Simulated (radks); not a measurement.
Problem. Pb76+, configuration [He] 2s2 2p2 (the NIST ground configuration). Method: Dirac Kohn-Sham, PBE, spin-unpolarised, spherical densities, point nucleus; open shells are shared between the two j in proportion to 2j + 1; computed with a radial shooting solver on a logarithmic mesh with Libxc functionals. Some entries of the table are withheld. Estimate them.

orbital      occ.  eigenvalue (hartree)  <r> (bohr)  <1/r> (bohr^-1)
1s1/2           2                   (1)     0.01600            101.7
2s1/2           2             -872.0784     0.06476            26.03
2p1/2    0.666667                   (2)     0.05279              (3)
2p3/2     1.33333                   (4)     0.06108              (5)

Solution. 
(1) 1s1/2 eigenvalue (hartree): -3569.901
(2) 2p1/2 eigenvalue (hartree): -859.2954
(3) 2p1/2 <1/r> (bohr^-1): 25.88
(4) 2p3/2 eigenvalue (hartree): -771.6456
(5) 2p3/2 <1/r> (bohr^-1): 20.71
